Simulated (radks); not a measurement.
Values are calculated unless marked as measured or tabulated.
Task: Isoelectronic series with 43 electrons, all held in the configuration [Kr] 4d5 5s2, which need not be the ground one along the series. Code: a radial shooting solver on a logarithmic mesh with Libxc functionals. Model: Dirac Kohn-Sham, PBE, spin-unpolarised, spherical densities, finite nucleus; open shells are shared between the two j in proportion to 2j + 1; Fermi nuclear charge, rms radius of each element as measured or else 0.836 A^(1/3) + 0.57 fm. Total energies (hartree) and orbital eigenvalues (hartree):

| ion | E (hartree) | 5s1/2 | 4d5/2 | 4d3/2 | 4p3/2 |
|---|---|---|---|---|---|
| Tc | -4286.20622 | -0.18532 | -0.24066 | -0.25117 | -1.63146 |
| Rh2+ | -4783.35567 | -0.84353 | -1.21111 | -1.22986 | -2.90096 |
| Ag4+ | -5311.36989 | -1.74011 | -2.54345 | -2.57290 | -4.53745 |
| Sb8+ | -6460.78690 | -4.14149 | -6.11210 | -6.17203 | -8.71927 |
| I10+ | -7082.77621 | -5.62769 | -8.31557 | -8.39617 | -11.23273 |
| Cs12+ | -7736.7567 | -7.29902 | -10.78792 | -10.89346 | -14.01848 |
| La14+ | -8423.1282 | -9.15393 | -13.52470 | -13.65997 | -17.07298 |
| Pr16+ | -9142.3304 | -11.19192 | -16.52287 | -16.69321 | -20.39404 |
| Pm18+ | -9894.8295 | -13.41316 | -19.78024 | -19.99158 | -23.98036 |
| Eu20+ | -10681.1219 | -15.81837 | -23.29522 | -23.55413 | -27.83122 |
| Tb22+ | -11501.8376 | -18.40877 | -27.06664 | -27.38031 | -31.94630 |
| Ho24+ | -12357.4564 | -21.18576 | -31.09364 | -31.46996 | -36.32565 |
| Tm26+ | -13248.7260 | -24.15128 | -35.37556 | -35.82314 | -40.96949 |

Estimate the row of In6+.

Result: E (hartree) -5870.42453; 5s1/2 -2.84359; 4d5/2 -4.18430; 4d3/2 -4.22733; 4p3/2 -6.48401.
